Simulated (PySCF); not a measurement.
A side-by-side comparison of computed properties.

First species: C5H3NO.
InChI=1S/C5H3NO/c6-3-5-1-2-7-4-5/h1-2,4H

Second species: 2-bromo-1,1-difluoroethane, C2H3BrF2.
InChI=1S/C2H3BrF2/c3-1-2(4)5/h2H,1H2

Levels: B3LYP/def2-SVPD for dipole moment, HOMO energy, LUMO energy, HOMO–LUMO gap, static isotropic polarisability and electronic spatial extent ⟨r²⟩ about the centre of nuclear charge; TDDFT B3LYP/def2-SVPD for lowest singlet excitation; TDA B3LYP/def2-SVPD for lowest triplet excitation (Tamm–Dancoff); ΔSCF B3LYP/def2-SVPD for vertical ionisation energy; PBE0-D3(BJ)/def2-SVP for rotational constant A and rotational constant C. Geometries: PBE0-D3(BJ)/def2-SVP. Each species is one conformer at its optimised geometry, gas phase, non-relativistic unless stated; the electronic structure was computed with PySCF and density fitting.

The conformers computed, where there is a choice (atom-mapped SMILES and torsion angles):
- `[F:1][CH:2]([F:3])[CH2:4][Br:5]`: F1–C2–C4–Br5 176°

```tsv
property	column X	column Y
dipole moment	1.47 D	4.06 D
HOMO energy	-8.18 eV	-7.37 eV
LUMO energy	-0.88 eV	-1.36 eV
HOMO–LUMO gap	7.30 eV	6.01 eV
lowest singlet excitation	6.07 eV	5.72 eV
lowest triplet excitation (Tamm–Dancoff)	5.42 eV	3.81 eV
static isotropic polarisability	49.6 au	63.5 au
vertical ionisation energy	10.99 eV	9.59 eV
electronic spatial extent ⟨r²⟩ about the centre of nuclear charge	797 bohr²	688 bohr²
rotational constant A	9.042 GHz	9.372 GHz
rotational constant C	1.251 GHz	1.609 GHz
```

(1) Which column belongs to which species?

(2) How does each property change from the first species to the second?

Results:

(1) Column X is the second species and column Y the first. The first has 10 atoms and 48 electrons, the second 8 and 68.

(2) dipole moment -2.59 D; HOMO energy -0.81 eV; LUMO energy +0.48 eV; HOMO–LUMO gap +1.29 eV; lowest singlet excitation +0.35 eV; lowest triplet excitation (Tamm–Dancoff) +1.61 eV; static isotropic polarisability -13.9 au; vertical ionisation energy +1.40 eV; electronic spatial extent ⟨r²⟩ about the centre of nuclear charge +109 bohr²; rotational constant A -0.330 GHz; rotational constant C -0.358 GHz.

On the first: The dipole equals about 13.5 × 10⁻³⁰ C·m (1 D = 3.33564 × 10⁻³⁰ C·m). The polarisability is 9.42 Å³ as a volume (1 au = 0.148185 Å³), or 1.32 au for each of the 48 electrons.

On the second: The vertical singlet–triplet gap S1 − T1 is 0.65 eV (TDDFT singlet less Tamm–Dancoff triplet; S1: HOMO→LUMO, weight 0.99; T1: HOMO→LUMO, weight 0.97). The dipole matches unit charges of opposite sign 0.31 Å apart (1 e·Å = 4.8032 D). The calculation is non-relativistic and has no spin–orbit coupling, an omission that weighs most on bromine.
